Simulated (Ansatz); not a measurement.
CCl4, charge +1, doublet, at a GFN2-xTB geometry (a state made from the parent by changing its charge; the spin is typed, not shown lowest); PBE0-DH/STO-3G in Ansatz (a first-principles code).

The Ansatz input:
Ansatz 0.2 input:
```yaml
crystal:
  periodic: [false, false, false]
  atoms:
    - {symbol: Cl, position_ang: [1.36638904, -1.14730596, -0.08255112]}
    - {symbol: C, position_ang: [-0.00000000, 0.00000000, -0.00000000]}
    - {symbol: Cl, position_ang: [0.62363357, 1.67300521, -0.04774290]}
    - {symbol: Cl, position_ang: [-1.08853507, -0.26951840, -1.39017836]}
    - {symbol: Cl, position_ang: [-0.90148753, -0.25618086, 1.52047238]}
basis:
  gaussian:
    orbitals: STO-3G
hamiltonian:
  xc: {name: PBE0-DH}
total_charge: 1
magnetization: {spin_polarized: true, initial_magnetization: 1}
```

The log (banner, timings and long lists left out):

```
Functional definition: PBE0-DH
464 factors; integrals over basis functions are off by at most 1.7e-5 eV
mean field evaluation 1: about -50533.5312 eV, gradient 2.9e1 eV
mean field evaluation 2: about -50533.5919 eV, gradient 2.9e1 eV
mean field evaluation 4: about -50539.3529 eV, gradient 5.6e-1 eV
mean field evaluation 8: about -50539.3556 eV, gradient 5.1e-2 eV
mean field evaluation 16: about -50539.3561 eV, gradient 1.5e-4 eV
mean field evaluation 32: about -50539.3732 eV, gradient 2.0e-6 eV
mean field evaluation 64: about -50539.3730 eV, gradient 1.2e-1 eV
mean field -50539.37322784 eV, -1857.2877093054 hartree, gradient 1.8e-6 eV, S^2 0.751345; 8 other end points of the search recorded, 0 dependent functions left out
21 core orbitals not correlated
reference -50539.37323744 eV, -1857.2877096585 hartree; 16, 15 occupied and 4, 5 virtual orbitals, 464 factors
second order -5.17840250 eV of doubles, -0.00000000 eV of singles
Total energy: -50540.02053776 eV, -1857.3114975063 hartree
```
